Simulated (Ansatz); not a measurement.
System: C$_{2}$H$_{6}$Br$_{2}$Si, net charge 0, singlet state. 
Coordinates optimised at B3LYP-D3(BJ)/def2-TZVP (Ansatz, a program for electronic structure):
```
Si
C 1 1.8571
H 2 1.0898 1 110.74
H 2 1.0918 3 108.57 1 -120.91
H 2 1.0918 3 108.57 4 -118.19
C 1 1.8571 2 114.19 3 180.00
H 6 1.0898 1 110.74 2 180.00
H 6 1.0918 7 108.57 1 -120.91
H 6 1.0918 7 108.57 8 -118.19
Br 1 2.2416 2 108.53 3 58.80
Br 1 2.2416 2 108.53 3 -58.80
```
Charge 0, spin multiplicity 1.

Dipole moments at this geometry, in debye (magnitudes).

```
level               program  dipole (D)
------------------  -------  ----------
SVWN5/def2-TZVPD     Ansatz        2.50
BLYP/def2-TZVPD      Ansatz        2.40
revPBE/def2-TZVPD    Ansatz        2.41
r2SCAN/def2-TZVPD    Ansatz        2.49
B3LYP/def2-TZVPD     Ansatz        2.47
PBE0/def2-TZVPD      Ansatz        2.50
BHLYP/def2-TZVPD     Ansatz        2.54
LC-wPBE/def2-TZVPD   Ansatz           ?
wB97X-V/def2-TZVPD   Ansatz        2.53
CCSD(T)/def2-SVPD    Ansatz           ?
```

Problem. Fill in the missing entries.

Solution. 
- LC-wPBE/def2-TZVPD, dipole (D): 2.56
- CCSD(T)/def2-SVPD, dipole (D): 2.40
